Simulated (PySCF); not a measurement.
Below is a simulated gas-phase C 1s photoelectron spectrum of `C1C(CC1)P(C)CC#C`.

Every computed line was given a Gaussian of 1.0 eV full width at half maximum and an area set by the number of equivalent atoms; the highest printed point is 100. Method used: delta-SCF UKS SCAN, pcX-2 on the ionised atom, pcseg-1 elsewhere, spin-free X2C in PySCF.

```
binding energy (eV)  intensity
              288.4          0
              288.5          0
              288.6          0
              288.7          0
              288.8          1
              288.9          2
              289.0          3
              289.1          5
              289.2          7
              289.3         11
              289.4         17
              289.5         24
              289.6         32
              289.7         43
              289.8         54
              289.9         66
              290.0         77
              290.1         88
              290.2         95
              290.3        100
              290.4        100
              290.5         97
              290.6         90
              290.7         81
              290.8         70
              290.9         58
              291.0         48
              291.1         38
              291.2         29
              291.3         22
              291.4         16
              291.5         11
              291.6          8
              291.7          5
              291.8          3
              291.9          2
              292.0          1
              292.1          1
              292.2          0
              292.3          0
              292.4          0
              292.5          0
```

Q: Count the maxima, the lines and the sites behind this envelope.

A: The curve has 1 maximum (at 290.4 eV). Under it lie 7 lines from 7 inequivalent carbon sites. At this width some lines have no maximum of their own.

Q: Decompose the envelope and assign each component. Numbering: `[CH:1]#[C:2][CH2:3][P:4]([CH3:5])[CH:6]1[CH2:7][CH2:8][CH2:9]1`.

A: 
```
position (eV)  relative area  line  atoms                     environment
       289.85              1  C 1s     C1          terminal alkyne carbon
       290.16              1  C 1s     C6  sp3 carbon bound to phosphorus
       290.26              1  C 1s     C5  sp3 carbon bound to phosphorus
       290.40              2  C 1s  C7/C9       four-membered-ring carbon
       290.47              1  C 1s     C8       four-membered-ring carbon
       290.51              1  C 1s     C2                   alkyne carbon
       291.02              1  C 1s     C3  sp3 carbon bound to phosphorus
```

The listed C 1s values span 1.17 eV, from C1 (bonded to C (triple bond) and H) to C3 (bonded to C, 2 H and P). The values 290.47 and 290.51 eV lie too close for their order to be trusted.

Shake-up satellites, vibrational structure and lifetime widths aren't simulated. Topologically equivalent atoms share the value of their first member; where this conformer doesn't relate them by symmetry, their own values could differ. The unrestricted hole states depart most from a pure doublet (⟨S²⟩ = 0.75; over 0.85 named) for C 1s of C2 (0.87), which makes this value less certain. Geometry: PBE0-D3(BJ)/def2-SVP, one conformer, isolated molecule.

Shape of the structure used: `[CH:1]#[C:2][CH2:3][P:4]([CH3:5])[CH:6]1[CH2:7][CH2:8][CH2:9]1`: C2–C3–P4–C5 -68°, C3–P4–C6–C7 -179°.
